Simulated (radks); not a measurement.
Results of a calculation; reference values are marked as such.
Radial electron density D(r) = 4 pi r^2 rho(r) of an atom or ion with 33 electrons. Code: a radial shooting solver on a logarithmic mesh with Libxc functionals. Model: Dirac Kohn-Sham, PBE, spin-unpolarised, spherical densities, finite nucleus; Fermi nuclear charge, rms radius of each element as measured or else 0.836 A^(1/3) + 0.57 fm.

r (bohr),D(r) (e/bohr)
0.003006,10.71
0.003389,12.87
0.003852,15.56
0.004343,18.50
0.004936,22.08
0.00561,26.14
0.006326,30.37
0.00719,35.28
0.008106,40.17
0.009213,45.55
0.01039,50.57
0.01181,55.63
0.01331,59.84
0.01513,63.45
0.01706,65.75
0.01939,66.83
0.02186,66.52
0.02484,64.92
0.02824,62.46
0.03184,60.01
0.03618,58.09
0.0408,57.76
0.04637,59.63
0.05228,63.62
0.05942,69.74
0.067,76.06
0.07614,81.61
0.08585,84.02
0.09758,82.41
0.1109,76.64
0.125,69.02
0.1421,61.35
0.1602,57.20
0.1821,57.51
0.2053,61.44
0.2334,66.41
0.2631,68.14
0.2991,64.11
0.3372,54.73
0.3832,41.46
0.4321,29.53
0.4911,20.29
0.5582,15.27
0.6293,13.01
0.7153,11.11
0.8064,8.732
0.9166,5.702
1.033,3.161
1.175,1.344
1.324,0.4775
1.505,0.1198
1.697,0.02452
1.929,0.003200
2.175,0.0003313

What is the nuclear charge?

Answer. Z = 51. The innermost maximum, from 1s, lies near gamma/Z bohr with gamma = sqrt(1 - (Z/c)^2) = 0.928, here 0.0182 bohr (found: 0.0200), and its height grows with Z. The density is that of the antimony ion Sb18+ in [Ar] 3d10 4s2 4p3; the configuration itself is not fixed sharply by these data, and Z only to a few units. D(r) has 3 maxima, at r = 0.0200, 0.0872, 0.259 bohr, and minima at 0.0392, 0.169 bohr, inside which lie 2.03, 11.14 electrons.
